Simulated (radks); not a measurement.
Question: Eu II, 62 electrons, occupied as [Xe] 4f6 5d1 6p1 (not the ground configuration). Method: Dirac Kohn-Sham, PBE, spin-unpolarised, spherical densities, finite nucleus; open shells fill j = l - 1/2 first; Fermi nuclear charge, rms radius 5.1115 fm; computed with a radial shooting solver on a logarithmic mesh with Libxc functionals. Some entries of the table are withheld. Estimate them.

orbital,occ.,eigenvalue (hartree),r(max) (bohr)
1s1/2,2,-1775.959,0.01420
2s1/2,2,-291.9154,0.08072
2p1/2,2,(1),0.06107
2p3/2,4,(2),0.06680
3s1/2,2,-64.65245,0.2291
3p1/2,2,-58.19813,0.2162
3p3/2,4,-53.34495,0.2284
3d3/2,4,-42.16970,0.1818
3d5/2,6,-41.11400,0.1852
4s1/2,2,-13.24842,(3)
4p1/2,2,-10.75288,0.5326
4p3/2,4,-9.67803,0.5584
4d3/2,4,-5.56642,0.5678
4d5/2,6,-5.37278,0.5762
5s1/2,2,-2.03342,1.223
5p1/2,2,-1.34766,1.332
5p3/2,4,-1.19848,1.407
4f5/2,6,-0.57930,(4)
4f7/2,0,-0.55469,(5)
5d3/2,1,-0.34572,1.911
5d5/2,0,-0.33431,1.952
6p1/2,1,-0.23809,3.996
6p3/2,0,-0.22407,4.206

Answer: 
(1) 2p1/2 eigenvalue (hartree): -276.9791
(2) 2p3/2 eigenvalue (hartree): -253.1665
(3) 4s1/2 r(max) (bohr): 0.5276
(4) 4f5/2 r(max) (bohr): 0.5834
(5) 4f7/2 r(max) (bohr): 0.5882
